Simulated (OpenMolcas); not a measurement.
Kr+: effect of the basis set

- Program: OpenMolcas 26.06
- Method: CASSCF
- Active space: 7 electrons in 8 orbitals (4s 4p 5s 5p)
- State averaging: 2S+1 = 2 odd, 3 roots; 2S+1 = 2 even, 1 root
- Spin-orbit coupling: state interaction with AMFI integrals over the reference wave functions, term energies averaged over their components

A. ANO-RCC-VTZP [6s5p3d1f], DKH2, point nucleus; cost about 40 core-seconds
B. ANO-RCC-VQZP [7s6p4d2f1g], DKH2, point nucleus; cost roughly 40 core-seconds
C. ANO-RCC [9s8p6d4f2g], DKH2, point nucleus; cost about 2.1 core-minutes

Energies in cm⁻¹ above 4s² 4p⁵ ²P°_3/2, the measured ground level; measured values from NIST Handbook of Basic Atomic Spectroscopic Data.

```csv
Level,A,B,C,Measured
4s² 4p⁵ ²P°_3/2,0.0,0.0,0.0,0.0
4s² 4p⁵ ²P°_1/2,4953,5003,4993,5370
4s 4p⁶ ²S_1/2,143261,143255,143245,109000
```

Deviations, from unrounded energies. A percentage is the sum of absolute deviations over the sum of measured energies, with the sign that they share, or ± where signs differ.

```
                  Against measurement  Levels      A      B      C
       mean absolute deviation (cm-1)       2  17000  17000  17000
fine structure of the ground term (%)       1   -7.8   -6.8   -7.0
             other configurations (%)       1  +31.4  +31.4  +31.4
```

A, B, C lie about equally close to measurement. The largest miss of C in the table is 4s 4p⁶ ²S_1/2, by +34000 cm-1. The ranking rests on the paired levels alone, and a cruder setting can come out closer through cancelling errors.

Among A to C the level of the table that moves most is 4s² 4p⁵ ²P°_1/2, by 49 cm-1 (lowest in A, highest in B).

Without dynamic correlation excited terms often stand tens of per cent too high (terms of higher spin than the ground term too low), and those without a measured partner can miss by more than the paired ones. Active for correlation alone: 5p 5s; no level in the range computed is led by a configuration that fills them, so any true level of that kind is missing. Measured partners are found by configuration, term and J. A level has none where our copy of the source lacks it or the pairing is in doubt (some pairs that miss far off the trend of their configuration count as doubtful), and it then counts in no deviation. Levels of configurations outside the active space are missing.

° marks odd parity.
